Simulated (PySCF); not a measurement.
H3InO2S. Atoms are numbered in the order given.

```xyz
7

In     0.0039     0.2557     0.0000
O      1.5847     1.4906     0.0000
H      2.4240     1.0089     0.0000
O     -1.7939     1.1361     0.0000
H     -1.7024     2.1004     0.0000
S      0.1244    -2.1497     0.0000
H     -1.2264    -2.2562     0.0000
```
Charge 0, spin multiplicity 1.

Geometry: B3LYP-D3(BJ)/def2-SVP. The def2 effective core potentials stand for the cores of In; spin–orbit coupling is left out. Other conformers were not sampled.

Calculation: ωB97X/def2-TZVP (PySCF).

ESP charges are fitted to the potential on shells at 1.4 to 2.0 van der Waals radii. Atomic charges (e):

```
atom  Löwdin  ESP fit
----  ------  -------
In1     0.21     0.94
O2     -0.33    -0.76
H3      0.16     0.39
O4     -0.33    -0.81
H5      0.17     0.44
S6      0.05    -0.43
H7      0.07     0.21
```
